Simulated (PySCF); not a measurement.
Vertical excitations of a molecule CH4ClFOSi2 from TDDFT-B3LYP/def2-SVPD (PySCF), as energy in eV (oscillator strength): 2.44 (0.000), 4.91 (0.009), 5.38 (0.002), 5.74 (0.010), 5.77 (0.006), 6.09 (0.007), 6.26 (0.010), 6.42 (0.216), 6.65 (0.127), 6.90 (0.019). Lowest triplet (TDA): 1.80 eV. Geometry optimised at PBE0-D3(BJ)/def2-SVP. One conformer was computed; it need not be the lowest.

Problem. Pick the molecule that these values belong to.
A. O=C([SiH2]F)[SiH2]Cl
B. F[Si@H]1OC[Si@@H]1Cl
C. F[Si@]1(Cl)CO[SiH2]1
D. O=C[SiH2][Si@@H](F)Cl

Solution. A, O=C([SiH2]F)[SiH2]Cl
